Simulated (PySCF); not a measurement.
## `[SiH2]1[SiH2][Si@H](CC)[C@@H]1F`, C3H11FSi3

Molfile (atoms numbered from 1):
```
C3H11FSi3
     RDKit          3D

 18 18  0  0  0  0  0  0  0  0999 V2000
   -2.7300   -0.0701    0.2394 C   0  0  0  0  0  0  0  0  0  0  0  0
   -1.5309   -0.9408   -0.1218 C   0  0  0  0  0  0  0  0  0  0  0  0
    0.0561   -0.4697    0.8222 Si  0  0  1  0  0  4  0  0  0  0  0  0
    2.0977   -1.2468   -0.0322 Si  0  0  0  0  0  4  0  0  0  0  0  0
    2.4199    1.0315   -0.4661 Si  0  0  0  0  0  4  0  0  0  0  0  0
    0.6656    1.3351    0.3454 C   0  0  1  0  0  0  0  0  0  0  0  0
   -0.2037    1.9721   -0.5475 F   0  0  0  0  0  0  0  0  0  0  0  0
   -2.5296    0.9694   -0.0061 H   0  0  0  0  0  0  0  0  0  0  0  0
   -2.9490   -0.1354    1.3035 H   0  0  0  0  0  0  0  0  0  0  0  0
   -3.6163   -0.3841   -0.3101 H   0  0  0  0  0  0  0  0  0  0  0  0
   -1.7707   -1.9877    0.0760 H   0  0  0  0  0  0  0  0  0  0  0  0
   -1.3479   -0.8625   -1.1949 H   0  0  0  0  0  0  0  0  0  0  0  0
   -0.2439   -0.5125    2.2655 H   0  0  0  0  0  0  0  0  0  0  0  0
    3.0389   -1.8801    0.9010 H   0  0  0  0  0  0  0  0  0  0  0  0
    2.0771   -2.1697   -1.1765 H   0  0  0  0  0  0  0  0  0  0  0  0
    2.4072    1.5613   -1.8303 H   0  0  0  0  0  0  0  0  0  0  0  0
    3.4438    1.7875    0.2660 H   0  0  0  0  0  0  0  0  0  0  0  0
    0.7072    2.0089    1.2082 H   0  0  0  0  0  0  0  0  0  0  0  0
  1  2  1  0
  2  3  1  0
  3  4  1  0
  4  5  1  0
  5  6  1  0
  6  7  1  0
  6  3  1  0
  1  8  1  0
  1  9  1  0
  1 10  1  0
  2 11  1  0
  2 12  1  0
  3 13  1  1
  4 14  1  0
  4 15  1  0
  5 16  1  0
  5 17  1  0
  6 18  1  1
M  END
```

Level of theory: TDDFT LC-wPBE/def2-SVPD circular dichroism and optical rotation, one conformer, gas phase in PySCF 2.14.0. Geometry: GFN2-xTB.

The molecule is flexible and this is one conformer; a measurement averages over conformers.

What are the CIP labels of the stereocentres?

Si3 R, C6 R.

List the lowest 16 singlet excitations with oscillator and rotatory strengths.

Rotatory strengths R in 10⁻⁴⁰ esu² cm², velocity form and length form (origin at the centre of mass); f in length form.
| state | E (eV) | λ (nm) | f | R (velocity) | R (length) | main |
| --- | --- | --- | --- | --- | --- | --- |
| 1 | 5.30 | 234 | 0.0002 | +0.2 | +0.3 | HOMO→LUMO 0.81, HOMO−1→LUMO 0.13 |
| 2 | 5.73 | 216 | 0.002 | -7.4 | -7.9 | HOMO−1→LUMO 0.79, HOMO→LUMO 0.13 |
| 3 | 5.94 | 209 | 0.009 | -3.8 | -3.4 | HOMO−2→LUMO 0.94 |
| 4 | 6.46 | 192 | 0.129 | +27.2 | +27.6 | HOMO→LUMO+1 0.56, HOMO−1→LUMO+1 0.27 |
| 5 | 6.94 | 179 | 0.120 | -9.0 | -10.0 | HOMO−1→LUMO+1 0.57, HOMO→LUMO+1 0.24 |
| 6 | 7.10 | 175 | 0.010 | -2.5 | -2.6 | HOMO−2→LUMO+1 0.75, HOMO→LUMO+2 0.09 |
| 7 | 7.44 | 167 | 0.144 | -12.7 | -10.9 | HOMO→LUMO+2 0.56, HOMO−2→LUMO+2 0.11 |
| 8 | 7.48 | 166 | 0.146 | +31.6 | +30.0 | HOMO−2→LUMO+2 0.47, HOMO→LUMO+2 0.12 |
| 9 | 7.72 | 161 | 0.091 | +43.2 | +42.9 | HOMO−3→LUMO 0.52, HOMO→LUMO+3 0.23 |
| 10 | 7.76 | 160 | 0.050 | -9.5 | -9.2 | HOMO→LUMO+3 0.49, HOMO−3→LUMO 0.23 |
| 11 | 7.92 | 156 | 0.030 | -0.1 | -0.3 | HOMO−1→LUMO+3 0.43, HOMO−1→LUMO+4 0.16 |
| 12 | 7.96 | 156 | 0.043 | -12.5 | -12.5 | HOMO−1→LUMO+2 0.65 |
| 13 | 8.07 | 154 | 0.007 | +8.0 | +7.9 | HOMO−2→LUMO+3 0.38, HOMO−2→LUMO+4 0.14 |
| 14 | 8.21 | 151 | 0.080 | -144.5 | -141.4 | HOMO−3→LUMO+1 0.65 |
| 15 | 8.42 | 147 | 0.076 | -18.6 | -18.9 | HOMO−4→LUMO 0.24, HOMO−7→LUMO 0.09 |
| 16 | 8.46 | 147 | 0.092 | -165.0 | -160.8 | HOMO−7→LUMO 0.09, HOMO−2→LUMO+3 0.08 |

Among the states computed, the strongest CD band (largest |R|) is state 16. The largest dissymmetry factor in size, g = 4R/(D+G), with D and G the electric and magnetic dipole strengths, is -0.039 for state 2 (velocity form, f = 0.002), among bands with |R| over 0.5. The mirror image has the same energies and oscillator strengths and all R with the opposite sign.
